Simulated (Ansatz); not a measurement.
B$_{2}$H$_{6}$O$_{2}$Sn, SMILES `B[O][SnH2][BH]O`, 11 atoms. The species carries charge 0 and has multiplicity 1. Correlated methods include outer-core shells of Sn, which these sets cover unevenly. Sn takes the def2 core potential. All runs use 4 threads of an Arm Neoverse V2 on a shared host. Correlated methods freeze the cores.

Task: Give the basis size and wall time and peak host memory of each of these runs in Ansatz. RKS r2SCAN-D4/def2-TZVPP energy and forces; RKS B97M-V/def2-TZVPP energy; RHF-CCSD(T)/def2-SVP energy; direct RPA on PBE orbitals/def2-TZVPP energy; RKS CAM-B3LYP-D4/def2-TZVPP energy; RKS PBE0-D4/def2-TZVP frequencies; RKS ωB97M-V/def2-QZVPP energy; RKS BLYP-D4/def2-TZVPP energy; RKS PBE0-D4/def2-SVP energy; RKS PBE0-D4/def2-TZVP relaxation (14 steps); RKS PBE0-D4/def2-QZVPP energy; RHF-MP2/def2-QZVPP energy. (Estimate.)

Result: The calculation gave: Other jobs shared the machine, so times are rough.

```csv
level,job,functions,wall time,peak host memory (GiB)
RKS PBE0-D4/def2-SVP,energy,112,1.1 s,0.5
RKS BLYP-D4/def2-TZVPP,energy,258,1.9 s,0.33
RKS CAM-B3LYP-D4/def2-TZVPP,energy,258,2.9 s,0.74
RKS r2SCAN-D4/def2-TZVPP,energy and forces,258,3.9 s,0.36
RKS B97M-V/def2-TZVPP,energy,258,7.5 s,0.42
direct RPA on PBE orbitals/def2-TZVPP,energy,258,8 s,0.74
RKS PBE0-D4/def2-QZVPP,energy,490,8 s,1.7
RHF-CCSD(T)/def2-SVP,energy,112,10 s,0.66
RKS ωB97M-V/def2-QZVPP,energy,490,18 s,2.1
RHF-MP2/def2-QZVPP,energy,490,21 s,3.1
RKS PBE0-D4/def2-TZVP,relaxation (14 steps),210,42 s,0.58
RKS PBE0-D4/def2-TZVP,frequencies,210,2.7 min,0.59
```
